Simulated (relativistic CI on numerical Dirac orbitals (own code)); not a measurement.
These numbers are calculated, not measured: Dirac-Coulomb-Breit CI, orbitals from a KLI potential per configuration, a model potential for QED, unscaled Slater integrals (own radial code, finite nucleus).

Configuration list (outside the closed core [Ar] 3d10): 4s2.4p6.4d10.4f2, 4s2.4p6.4d10.4f.5s, 4s2.4p6.4d9.4f3, 4s2.4p6.4d10.5s2, 4s2.4p6.4d10.4f.5p, 4s2.4p6.4d10.5s.5p, 4s2.4p6.4d10.4f.5d, 4s2.4p5.4d10.4f3, 4s2.4p6.4d10.5p.5d, 4s2.4p6.4d9.4f2.5s, 4s2.4p6.4d10.4f.5f, 4s.4p6.4d10.4f3, 4s2.4p6.4d10.4f.6s, 4s2.4p6.4d9.4f2.5p, 4s2.4p6.4d10.4f.5g, 4s2.4p6.4d10.4f.6p, 4s2.4p6.4d10.4f.6d, 4s2.4p6.4d10.4f.7s, 4s2.4p6.4d10.4f.6g, 4s.4p6.4d10.4f.5s2, 4s.4p6.4d10.4f.5p2, 4s2.4p6.4d10.5p2, 4s2.4p6.4d9.5s.5p2, 4s2.4p6.4d10.5s.5d, 4s2.4p6.4d9.5s2.5d, 4s2.4p6.4d10.5d2, 4s2.4p6.4d9.5s.5d2. Double excitations out of closed p, d and f shells are left out; levels of such configurations are missing from the list, as are those of other unlisted configurations, and high levels can miss mixing partners.

At this charge energies of transitions that change n are usually good to better than 1 %, and those within a shell (Δn = 0) to a few per cent. Terms inside the open d or f shell come out 10 to 20 % too wide with unscaled integrals.

Outline of the computed level scheme of Hf XXV. Lowest level of each configuration: 4s2.4p6.4d10.4f2 3H_4 at 0.000 eV; 4s2.4p6.4d10.4f.5s 3F°_2 at 99.785 eV; 4s2.4p6.4d10.4f.5p 3G_3 at 140.449 eV; 4s2.4p6.4d9.4f3 5H°_3 at 182.147 eV.

Some strong electric-dipole decays among the lowest 45 levels: 4s2.4p6.4d10.4f.5p 3D_1 → 4s2.4p6.4d10.4f.5s 3F°_2 (5.2e+10 s⁻¹); 4s2.4p6.4d10.4f.5p 1D_2 → 4s2.4p6.4d10.4f.5s 1F°_3 (5.0e+10 s⁻¹); 4s2.4p6.4d10.4f.5p 3G_5 → 4s2.4p6.4d10.4f.5s 3F°_4 (5.0e+10 s⁻¹); 4s2.4p6.4d10.4f.5p 3G_4 → 4s2.4p6.4d10.4f.5s 3F°_3 (4.2e+10 s⁻¹); 4s2.4p6.4d10.4f.5p 3F_2 → 4s2.4p6.4d10.4f.5s 3F°_2 (3.4e+10 s⁻¹); 4s2.4p6.4d10.4f.5p 3D_3 → 4s2.4p6.4d10.4f.5s 1F°_3 (3.0e+10 s⁻¹); 4s2.4p6.4d10.4f.5p 1G_4 → 4s2.4p6.4d10.4f.5s 1F°_3 (2.3e+10 s⁻¹); 4s2.4p6.4d10.4f.5p 3F_3 → 4s2.4p6.4d10.4f.5s 3F°_2 (2.2e+10 s⁻¹).

LS names give the leading component of a level, which can be under half, so a name can repeat, a term be missing and a line seem to break the LS rules.
